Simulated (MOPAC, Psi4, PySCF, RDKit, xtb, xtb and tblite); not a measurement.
Two geometries of SMILES [CH2]([GeH3])[SiH2]c1ccco1 (C₅H₁₀GeOSi), relaxed at GFN2-xTB with one dihedral held; other torsions can differ between them too.

Structure A

```
18

Ge     2.1248     1.1450     0.0041
C      2.0102    -0.8027    -0.3079
Si     0.3708    -1.3815    -1.0651
C     -0.9711    -0.4762    -0.1229
C     -2.2246    -0.7928     0.3247
C     -2.7487     0.3701     0.9335
C     -1.7800     1.3189     0.8119
O     -0.7132     0.8196     0.1763
H      1.5866     1.5676     1.3321
H      3.5831     1.5320     0.0239
H      1.4948     1.9642    -1.0734
H      2.1831    -1.3076     0.6426
H      2.8316    -1.0906    -0.9637
H      0.3037    -1.0172    -2.4871
H      0.1706    -2.8254    -0.8982
H     -2.7061    -1.7450     0.2333
H     -3.7074     0.4834     1.3973
H     -1.7342     2.3436     1.1248
```

Structure B

```
18

Ge    -2.1440     0.8155     0.5563
C     -1.9203    -0.4441    -0.9479
Si    -0.4148    -1.5802    -0.7330
C      0.9734    -0.4599    -0.1643
C      2.2275    -0.1484    -0.6117
C      2.7847     0.7519     0.3252
C      1.8342     0.9216     1.2844
O      0.7462     0.1936     1.0019
H     -1.9626     0.1770     1.8927
H     -3.5473     1.3638     0.5314
H     -1.2450     2.0045     0.4536
H     -2.8262    -1.0422    -1.0403
H     -1.8309     0.1330    -1.8680
H     -0.0239    -2.2103    -1.9987
H     -0.6751    -2.5933     0.2971
H      2.6884    -0.5139    -1.5067
H      3.7528     1.2086     0.2890
H      1.8157     1.5111     2.1801
```

Question: Which is lower in energy at the level B3LYP-D3(BJ)/def2-SVP // GFN2-xTB run with Psi4, and by how much?

Answer: B is lower, by 0.39 kcal/mol (dihedral C2–Si3–C4–O8: 40° in A, 60° in B).

E(B) − E(A) in kcal/mol at the other levels, on the same two geometries: GFN2-xTB (xtb and tblite) 0.81; B3LYP/def2-SVP // GFN2-xTB (Psi4) -0.34; PBE/def2-SVP // GFN2-xTB (Psi4) -0.35; PBE-D3(BJ)/def2-SVP // GFN2-xTB (Psi4) -0.38; UFF // GFN2-xTB (RDKit) -1.75; PM7, restricted, heats of formation // GFN2-xTB (MOPAC) -0.41; PM3, restricted, heats of formation // GFN2-xTB (MOPAC) 0.00; GFN1-xTB // GFN2-xTB (xtb) 0.21; restricted B3LYP/6-31G*, spherical d, density fitting // GFN2-xTB (PySCF) -0.56; restricted Hartree-Fock/STO-3G // GFN2-xTB (PySCF) -0.28; restricted B3LYP/LANL2DZ, with its core potentials past Ne // GFN2-xTB (PySCF) -0.25; restricted MP2 (frozen core)/3-21G // GFN2-xTB (PySCF) -0.11.
